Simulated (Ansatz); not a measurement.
Consider the redistribution: `[SeH][SiH]1BO1` + `FB[SiH3]` → `FB[SeH]` + `[SiH3][SiH]1BO1`.

Computed with Ansatz on PBE0-D4/def2-TZVP structures; ΔE is electronic, products minus reactants. CCSD(T)/CBS is the MP2 limit (def2-TZVPP, def2-QZVPP) plus CCSD(T) − MP2 in def2-TZVPP, frozen cores. Functionals use def2-TZVPP. HSE06 is defined as in plane-wave codes. For Se outer-core shells are correlated without core-valence functions, which leaves a few kJ/mol of doubt a bond. Scalar relativity is left out up to krypton. Each species was taken in one conformer, which may not be the lowest.

`[SeH][SiH]1BO1`:

Z-matrix (Å, degrees):
```
Si
B 1 1.896
O 1 1.752 2 42.9
Se 1 2.255 2 124.1 3 -92.6
H 1 1.479 2 125.6 3 80.1
H 2 1.189 1 165.4 3 178.1
H 4 1.470 1 93.6 2 148.0
```

`FB[SiH3]`:

Cartesian coordinates in Å:
```
F -0.978 -1.566 1.177
B 0.082 -0.862 0.822
Si -0.055 0.604 -0.583
H 1.112 -1.138 1.380
H 0.952 0.346 -1.651
H 0.291 1.905 0.056
H -1.403 0.712 -1.201
```

`FB[SeH]`:

Z-matrix (Å, degrees):
```
B
F 1 1.320
Se 1 1.934 2 118.0
H 1 1.194 2 119.8 3 180.0
H 3 1.467 1 93.3 2 -180.0
```

`[SiH3][SiH]1BO1`:

Z-matrix (Å, degrees):
```
Si
Si 1 2.331
H 1 1.488 2 108.5
H 1 1.486 2 109.2 3 119.1
H 1 1.488 2 111.6 3 -119.8
B 2 1.908 1 125.2 3 -123.3
O 2 1.769 1 112.1 3 -169.7
H 2 1.487 1 113.3 3 65.3
H 6 1.189 2 165.0 1 96.1
```

| level | ΔE (kJ/mol) | difference from CCSD(T)/CBS |
| --- | --- | --- |
| LDA (SPW92) | -45.2 | -10.1 |
| B2PLYP | -36.1 | -1.0 |
| PBE | -41.6 | -6.5 |
| BLYP | -37.8 | -2.7 |
| r2SCAN | -40.9 | -5.8 |
| HSE06 | -39.0 | -3.9 |
| CAM-B3LYP | -34.2 | 0.9 |
| MP2/def2-SVP | -43.7 | -8.6 |
| SCS-MP2/def2-TZVPP | -34.2 | 0.9 |
| HF/def2-QZVPP | -26.9 | 8.2 |
| CCSD(T)/CBS | -35.1 | 0 |

What do rigid-rotor, harmonic-oscillator terms from PBE0-D4/def2-TZVP frequencies (298.15 K, 1 bar) make of the CCSD(T)/CBS value? (Best estimate.)

Ansatz gave: ΔZPE = +2.3 kJ/mol, ΔH = -33.8 kJ/mol, ΔS = -9 J/(mol·K), ΔG = -31.2 kJ/mol.

Largest T1 diagnostic among the species: 0.017.

In def2-TZVPP, CCSD(T) changes the Hartree–Fock value by −10.1 kJ/mol (the triples alone add −2.0 kJ/mol) and MP2 by −9.2 kJ/mol. At CCSD(T), def2-SVP lies −9.1 kJ/mol from the extrapolated value and def2-TZVPP −2.5 kJ/mol.
